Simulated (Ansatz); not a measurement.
Program: Ansatz. Geometries: PBE0-D4/def2-TZVP. ΔE: electronic, gas phase. CCSD(T)/CBS adds triple-zeta CCSD(T) − MP2 to the extrapolated MP2 energy (def2 sets, frozen cores). This one scheme is used for every species, atoms too. Functionals use def2-TZVPP. Open shells (•) are unrestricted, without spin–orbit coupling. Spin–orbit coupling would lower the free atoms: a little for Si. Each species was taken in one conformer, which may not be the lowest.

`[SiH3][SiH2][SiH2][SiH3]` → 10 H• + 4 Si•  (atomization)

`[SiH3][SiH2][SiH2][SiH3]`:

Cartesian coordinates in Å:
```
Si 0.188 2.031 1.204
Si -1.110 1.068 -0.486
Si 0.041 -0.730 -1.440
Si 0.601 -2.281 0.218
H -0.490 3.216 1.796
H 0.431 1.032 2.279
H 1.501 2.459 0.651
H -2.388 0.573 0.098
H -1.436 2.090 -1.520
H 1.287 -0.226 -2.083
H -0.790 -1.387 -2.489
H 1.282 -3.469 -0.362
H 1.510 -1.646 1.210
H -0.628 -2.732 0.925
```

CCSD(T)/CBS gives +962.6 kcal/mol.

(1) Another level gave +956.8 kcal/mol. Which?
A. revPBE-D4/def2-TZVPP
B. r2SCAN0/def2-TZVPP
C. HF/def2-TZVPP
D. r2SCANh/def2-TZVPP

Largest T1 diagnostic among the species: 0.014.

## Answers

(1) D. r2SCANh 956.8, r2SCAN0 954.7, revPBE-D4 936.5, HF/def2-TZVPP 740.2 kcal/mol.

From r2SCAN to r2SCAN0 (25 % exact exchange), in def2-TZVPP and without D4, ΔE moves by −3.8 kcal/mol: exact exchange takes away binding that semilocal exchange gives to molecules. The D4 term adds +13.7 kcal/mol with B3LYP and +7.4 kcal/mol with PBE0; it sums over pairs of atoms, weighted by their polarisabilities, and B3LYP, whose exchange is more repulsive, gets the larger term.

B3LYP here is the variant with VWN-RPA as its local correlation; programs differ in this.

For atomizations the MP2-based limit and the directly extrapolated one differ by several kJ/mol either way, and by 10 to 25 for some Ge, Se and Sn compounds, so smaller differences from it don't rank the levels.
